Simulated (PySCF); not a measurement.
## Two-photon absorption: SMILES c1ccc2cccc-2nc1, C9H7N

Geometry:
```
atom   x (Å)   y (Å)   z (Å)
  C1   2.383  -0.305  -0.201
  C2   1.945   0.956   0.166
  C3   0.633   1.386   0.349
  C4  -0.514   0.637   0.199
  C5  -1.827   1.066   0.379
  C6  -2.689  -0.001   0.129
  C7  -1.960  -1.135  -0.215
  C8  -0.602  -0.819  -0.195
  N9   0.346  -1.680  -0.476
 C10   1.640  -1.456  -0.479
 H11   3.456  -0.426  -0.288
 H12   2.716   1.699   0.332
 H13   0.496   2.422   0.640
 H14  -2.122   2.060   0.664
 H15  -3.763   0.046   0.194
 H16  -2.360  -2.100  -0.459
 H17   2.214  -2.338  -0.748
```

Computed, not measured: TDDFT B3LYP/def2-SVPD excited states, vertical, gas phase (PySCF). Geometry: GFN2-xTB.

Question: Give the one- and two-photon strengths of the lowest singlets.

Answer: δ for parallel linear polarisation; σ at the peak of a Lorentzian of half width 0.1 eV, single beam; Ω is circular over linear.
| state | E (eV) | f | photon λ (nm) | δ (au) | σ (GM) | Ω | main |
| --- | --- | --- | --- | --- | --- | --- | --- |
| S1 | 2.26 | 0.007 | 1099 | 2.74 | 0.01 | 0.37 | HOMO→LUMO 0.98 |
| S2 | 3.15 | 0.001 | 786 | 0.68 | 0.00 | 1.50 | HOMO−2→LUMO 0.99 |
| S3 | 3.58 | 0.002 | 693 | 11.2 | 0.05 | 0.73 | HOMO→LUMO+1 0.54, HOMO−1→LUMO 0.45 |
| S4 | 4.12 | 0.000 | 602 | 0.1 | 0.00 | 1.50 | HOMO−2→LUMO+1 0.99 |
| S5 | 4.71 | 0.191 | 527 | 222 | 1.80 | 0.40 | HOMO−1→LUMO+1 0.68, HOMO→LUMO+1 0.12 |

Among these, the strongest one-photon state is S5, the strongest two-photon state S5, with a dipole change of 1.0 D (relaxed, norm of the difference vector). Half the energy of S4, S5 comes within 0.4 eV of the allowed S1 or passes it, which inflates δ.
